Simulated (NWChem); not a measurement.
System: C3H3N2, doublet; SMILES [c]1cn[nH]c1

Output (shortened):

```
             Northwest Computational Chemistry Package (NWChem) 7.3.0
             --------------------------------------------------------

                             Geometry "geometry" -> ""
                             -------------------------

 Output coordinates in angstroms (scale by  1.889725989 to convert to a.u.)

  No.       Tag          Charge          X              Y              Z
 ---- ---------------- ---------- -------------- -------------- --------------
    1 C                    6.0000     1.22915500    -0.11578500     0.00000000
    2 C                    6.0000     0.52231500     1.06289400     0.00000000
    3 N                    7.0000    -0.77546700     0.66697900     0.00000000
    4 N                    7.0000    -0.93330900    -0.65265600     0.00000000
    5 C                    6.0000     0.29623500    -1.16177500     0.00000000
    6 H                    1.0000     0.82131900     2.10834300     0.00000000
    7 H                    1.0000    -1.59782100     1.25775500     0.00000000
    8 H                    1.0000     0.44754300    -2.23969200     0.00000000

 Effective nuclear repulsion energy (a.u.)     155.0670047386

                                 NWChem DFT Module
                                 -----------------

 Summary of "ao basis" -> "ao basis" (spherical)
 ------------------------------------------------------------------------------
       Tag                 Description            Shells   Functions and Types
 ---------------- ------------------------------  ------  ---------------------
 C                          def2-svp                 6       14   3s2p1d
 N                          def2-svp                 6       14   3s2p1d
 H                          def2-svp                 3        5   2s1p

 in cosmo_initialize ...

 solvent parameters
 solvname_short: unkn
 solvname_long:  unknown
 dielec:        2.4000

          ---------------
          -cosmo- solvent
          ---------------
 Cosmo: York-Karplus, doi: 10.1021/jp992097l
 dielectric constant -eps-     =   2.40
 screen = (eps-1)/(eps    )    =   0.58333
 surface charge correction     = lagrangian

   van der Waals surface
 --------------------------

 ---------- ATOMIC COORDINATES (A.U.) ------------ VDWR(ANG.) --
     1    2.32276615   -0.21880192    0.00000000     2.000
     2    0.98703223    2.00857841    0.00000000     2.000
     3   -1.46542014    1.26040755    0.00000000     1.830
     4   -1.76369827   -1.23334100    0.00000000     1.830
     5    0.55980298   -2.19543641    0.00000000     2.000
     6    1.55206786    3.98419056    0.00000000     1.300
     7   -3.01944387    2.37681231    0.00000000     1.300
     8    0.84573364   -4.23240418    0.00000000     1.300
 number of segments per atom =         32
 number of   points per atom =         32
 atom (   nspa,  nppa )
 ----------------------
    1 (     18,     0 )       0
    2 (     16,     0 )       0
    3 (     14,     0 )       0
    4 (     18,     0 )       0
    5 (     16,     0 )       0
    6 (     14,     0 )       0
    7 (     16,     0 )       0
    8 (     16,     0 )       0
 number of -cosmo- surface points =      128
 molecular surface =    104.866 angstrom**2
 molecular volume  =     89.008 angstrom**3
 G(cav/disp)       =      1.384 kcal/mol
 -lineq- algorithm             =   0
 -bem- low  level              =   2
 -bem- from -octahedral-
 gaussian surface charge width =   4.50000
 degree of switching           =   1.00000
 switching function tolerance  =   0.00010
 atomic radii =
 --------------
    1  6.000  2.000
    2  6.000  2.000
    3  7.000  1.830
    4  7.000  1.830
    5  6.000  2.000
    6  1.000  1.300
    7  1.000  1.300
    8  1.000  1.300
 ...... end of -cosmo- initialization ......

            General Information
            -------------------
          SCF calculation type: DFT
          Wavefunction type:  spin polarized.
          No. of atoms     :     8
          No. of electrons :    35
           Alpha electrons :    18
            Beta electrons :    17
          Charge           :     0
          Spin multiplicity:     2
          Use of symmetry is: off; symmetry adaption is: off
          Maximum number of iterations: 150
          AO basis - number of functions:    85
                     number of shells:    39
          Convergence on energy requested:  1.00D-06
          Convergence on density requested:  1.00D-05
          Convergence on gradient requested:  5.00D-04

              XC Information
              --------------
                         B3LYP Method XC Potential
                     Hartree-Fock (Exact) Exchange  0.200
                        Slater Exchange Functional  0.800 local
                    Becke 1988 Exchange Functional  0.720 non-local
              Lee-Yang-Parr Correlation Functional  0.810
                  VWN I RPA Correlation Functional  0.190 local

             Grid Information
             ----------------
          Grid used for XC integration:  medium
          Radial quadrature: Mura-Knowles
          Angular quadrature: Lebedev.
          Tag              B.-S. Rad. Rad. Pts. Rad. Cut. Ang. Pts.
          ---              ---------- --------- --------- ---------
          C                   0.70       49          10.0       434
          N                   0.65       49          10.0       434
          H                   0.35       45          11.0       434
          Grid pruning is: on
          Number of quadrature shells:   380
          Spatial weights used:  Erf1

      Superposition of Atomic Density Guess
      -------------------------------------

 Sum of atomic energies:        -222.86063180

      Non-variational initial energy
      ------------------------------

 Total energy =    -226.078950
 1-e energy   =    -607.536642
 2-e energy   =     226.390688
 HOMO         =      -0.216865
 LUMO         =       0.034318

[...]

                                   COSMO solvation results
                                   -----------------------

                 gas phase energy =      -225.336555172125
                 sol phase energy =      -225.342406874298
 (electrostatic) solvation energy =         0.005851702173 (    3.67 kcal/mol)

                    DFT Final Alpha Molecular Orbital Analysis
                    ------------------------------------------

 Vector   16  Occ=1.000000D+00  E=-2.765322D-01
              MO Center=  4.7D-01, -3.3D-01, -1.8D-09, r^2= 2.6D+00
   Bfn.  Coefficient  Atom+Function         Bfn.  Coefficient  Atom+Function
  ----- ------------  ---------------      ----- ------------  ---------------
     4      0.485066  1 C  px                46     -0.365495  4 N  px
     7      0.316676  1 C  px                49      0.255221  4 N  px
     3      0.208411  1 C  s                 60     -0.199257  5 C  px
    45     -0.177343  4 N  s                 31      0.143542  3 N  s
    16     -0.136092  2 C  s                  2      0.122647  1 C  s

 Vector   17  Occ=1.000000D+00  E=-2.749531D-01
              MO Center=  1.9D-01, -2.2D-01,  9.1D-10, r^2= 2.2D+00
   Bfn.  Coefficient  Atom+Function         Bfn.  Coefficient  Atom+Function
  ----- ------------  ---------------      ----- ------------  ---------------
    34      0.396657  3 N  pz                62      0.362643  5 C  pz
     6      0.333450  1 C  pz                37     -0.314683  3 N  pz
    65      0.238828  5 C  pz                 9      0.221934  1 C  pz
    48     -0.059985  4 N  pz                51      0.040680  4 N  pz
    23     -0.028678  2 C  pz

 Vector   18  Occ=1.000000D+00  E=-2.651728D-01
              MO Center=  1.1D-01,  8.0D-02,  1.2D-10, r^2= 2.3D+00
   Bfn.  Coefficient  Atom+Function         Bfn.  Coefficient  Atom+Function
  ----- ------------  ---------------      ----- ------------  ---------------
    48      0.393191  4 N  pz                20      0.379818  2 C  pz
    51     -0.294199  4 N  pz                 6      0.279813  1 C  pz
    23      0.264931  2 C  pz                 9      0.185043  1 C  pz
    62     -0.146705  5 C  pz                65     -0.117980  5 C  pz
    34     -0.025115  3 N  pz

 Vector   19  Occ=0.000000D+00  E= 7.910909D-03
              MO Center= -1.2D-01,  1.8D-01, -7.2D-11, r^2= 2.5D+00
   Bfn.  Coefficient  Atom+Function         Bfn.  Coefficient  Atom+Function
  ----- ------------  ---------------      ----- ------------  ---------------
    23      0.512944  2 C  pz                37     -0.448982  3 N  pz
    51      0.441189  4 N  pz                48     -0.381212  4 N  pz
    20      0.378741  2 C  pz                34      0.368730  3 N  pz
    65     -0.272613  5 C  pz                62     -0.226816  5 C  pz
     9     -0.191099  1 C  pz                 6     -0.132238  1 C  pz

 Vector   20  Occ=0.000000D+00  E= 5.747238D-02
              MO Center=  5.9D-01, -3.6D-01, -5.6D-11, r^2= 2.6D+00
   Bfn.  Coefficient  Atom+Function         Bfn.  Coefficient  Atom+Function
  ----- ------------  ---------------      ----- ------------  ---------------
     9      0.694082  1 C  pz                65     -0.632595  5 C  pz
    23     -0.449768  2 C  pz                 6      0.434939  1 C  pz
    62     -0.405866  5 C  pz                51      0.301914  4 N  pz
    20     -0.263134  2 C  pz                48     -0.222072  4 N  pz
    37      0.065375  3 N  pz                34     -0.034026  3 N  pz

 Vector   21  Occ=0.000000D+00  E= 6.510637D-02
              MO Center= -1.2D+00,  1.5D+00,  6.9D-12, r^2= 4.2D+00
   Bfn.  Coefficient  Atom+Function         Bfn.  Coefficient  Atom+Function
  ----- ------------  ---------------      ----- ------------  ---------------
    77      1.374462  7 H  s                 31     -1.167648  3 N  s
    72      0.870799  6 H  s                 22     -0.452418  2 C  py
    82      0.410913  8 H  s                 17     -0.339651  2 C  s
    21     -0.303733  2 C  px                35      0.298584  3 N  px
    36     -0.221492  3 N  py                59     -0.211639  5 C  s

                     DFT Final Beta Molecular Orbital Analysis
                     -----------------------------------------

 Vector   15  Occ=1.000000D+00  E=-3.016193D-01
              MO Center= -8.3D-01, -6.2D-01,  1.0D-11, r^2= 1.7D+00
   Bfn.  Coefficient  Atom+Function         Bfn.  Coefficient  Atom+Function
  ----- ------------  ---------------      ----- ------------  ---------------
    46      0.440504  4 N  px                45      0.385241  4 N  s
    49     -0.299730  4 N  px                44      0.239892  4 N  s
    47      0.201087  4 N  py                60      0.178435  5 C  px
    18     -0.170638  2 C  px                 5     -0.138704  1 C  py
    33     -0.136015  3 N  py                 2      0.134570  1 C  s

 Vector   16  Occ=1.000000D+00  E=-2.719294D-01
              MO Center= -1.2D-01, -3.0D-01, -3.4D-10, r^2= 2.1D+00
   Bfn.  Coefficient  Atom+Function         Bfn.  Coefficient  Atom+Function
  ----- ------------  ---------------      ----- ------------  ---------------
    62      0.398273  5 C  pz                34      0.347881  3 N  pz
    65      0.278237  5 C  pz                37     -0.270206  3 N  pz
    48     -0.249482  4 N  pz                20     -0.210415  2 C  pz
    51      0.180341  4 N  pz                23     -0.153080  2 C  pz
     6      0.132522  1 C  pz                 9      0.087463  1 C  pz

 Vector   17  Occ=1.000000D+00  E=-2.566216D-01
              MO Center=  4.0D-01,  1.8D-01, -9.3D-10, r^2= 2.2D+00
   Bfn.  Coefficient  Atom+Function         Bfn.  Coefficient  Atom+Function
  ----- ------------  ---------------      ----- ------------  ---------------
     6      0.375891  1 C  pz                20      0.342783  2 C  pz
    48      0.302005  4 N  pz                23      0.247218  2 C  pz
     9      0.244118  1 C  pz                51     -0.232865  4 N  pz
    34      0.187796  3 N  pz                37     -0.167646  3 N  pz
    62      0.076856  5 C  pz                65      0.045064  5 C  pz

 Vector   18  Occ=0.000000D+00  E=-1.119732D-01
              MO Center=  1.4D+00, -1.3D-01,  3.7D-10, r^2= 1.7D+00
   Bfn.  Coefficient  Atom+Function         Bfn.  Coefficient  Atom+Function
  ----- ------------  ---------------      ----- ------------  ---------------
     3      0.516172  1 C  s                  4      0.481513  1 C  px
     7      0.364235  1 C  px                31      0.187577  3 N  s
    46     -0.166407  4 N  px                49      0.157337  4 N  px
     2      0.147471  1 C  s                 16     -0.143161  2 C  s
    77     -0.120061  7 H  s                 30      0.118800  3 N  s

 Vector   19  Occ=0.000000D+00  E= 8.027310D-03
              MO Center= -1.7D-01,  6.5D-02, -6.8D-11, r^2= 2.5D+00
   Bfn.  Coefficient  Atom+Function         Bfn.  Coefficient  Atom+Function
  ----- ------------  ---------------      ----- ------------  ---------------
    23      0.473825  2 C  pz                51      0.468023  4 N  pz
    37     -0.442246  3 N  pz                48     -0.402654  4 N  pz
    34      0.363919  3 N  pz                20      0.352550  2 C  pz
    65     -0.312240  5 C  pz                62     -0.253374  5 C  pz
     9     -0.154547  1 C  pz                 6     -0.109482  1 C  pz

 Vector   20  Occ=0.000000D+00  E= 6.696310D-02
              MO Center= -1.2D+00,  1.5D+00, -1.4D-10, r^2= 4.3D+00
   Bfn.  Coefficient  Atom+Function         Bfn.  Coefficient  Atom+Function
  ----- ------------  ---------------      ----- ------------  ---------------
    77      1.373219  7 H  s                 31     -1.151355  3 N  s
    72      0.876193  6 H  s                 22     -0.444967  2 C  py
    82      0.398930  8 H  s                 17     -0.368906  2 C  s
    35      0.307627  3 N  px                21     -0.292746  2 C  px
    59     -0.230655  5 C  s                  7      0.213809  1 C  px

   alpha - beta orbital overlaps
   -----------------------------

   alpha      1      2      3      4      5      6      7      8      9     10
    beta      1      2      3      4      5      6      7      8      9     10
 overlap   1.000  1.000  1.000  0.939  0.939  1.000  0.999  0.996  0.993  0.980

   alpha     11     12     13     14     15     16     17     18     19     20
    beta     11     12     13     14     15     18     16     17     19     21
 overlap   0.986  0.998  1.000  0.998  0.881  0.873  0.858  0.857  0.997  0.996

   alpha     21     22     23     24     25     26     27     28     29     30
    beta     20     22     23     24     25     26     27     28     29     30
 overlap   0.998  0.999  0.999  0.998  0.992  0.989  0.992  0.993  0.968  0.903

   alpha     31     32     33     34     35     36     37     38     39     40
    beta     32     31     34     33     35     36     37     38     39     40
 overlap   0.794  0.997  0.826  0.999  0.940  0.991  0.997  0.998  0.998  0.974

   alpha     41     42     43     44     45     46     47     48     49     50
    beta     41     43     42     44     45     46     47     48     49     50
 overlap   0.966  0.993  1.000  0.992  1.000  0.998  1.000  0.999  0.999  0.999

   alpha     51     52     53     54     55     56     57     58     59     60
    beta     51     52     53     54     55     57     56     58     59     60
 overlap   0.998  1.000  0.999  0.997  0.991  0.997  0.995  0.999  0.991  0.994

[...]
```

Level: B3LYP/def2-SVP, spin-unrestricted, COSMO on the gas-phase geometry. In the optimisation the excess spin sits in a' (Cs, its own frame). Coordinates come from a PBE0/def2-SVP, spin-unrestricted optimisation. No stability test was run on the SCF state. COSMO prints the solvation energy as gas minus solution, so a positive value is a stabilisation.

Problem. Reconstruct the input file.

Solution. This is not unique; one that fits is the input that was run:
```
start job
memory heap 200 mb stack 900 mb global 1100 mb
geometry units angstroms noautosym nocenter noautoz
  C      1.229155    -0.115785     0.000000
  C      0.522315     1.062894     0.000000
  N     -0.775467     0.666979     0.000000
  N     -0.933309    -0.652656     0.000000
  C      0.296235    -1.161775     0.000000
  H      0.821319     2.108343     0.000000
  H     -1.597821     1.257755     0.000000
  H      0.447543    -2.239692     0.000000
end
basis spherical
  C library def2-svp
  N library def2-svp
  H library def2-svp
end
dft
  odft
  mult 2
  xc b3lyp
  iterations 150
end
cosmo
  dielec 2.4
end
task dft energy
```
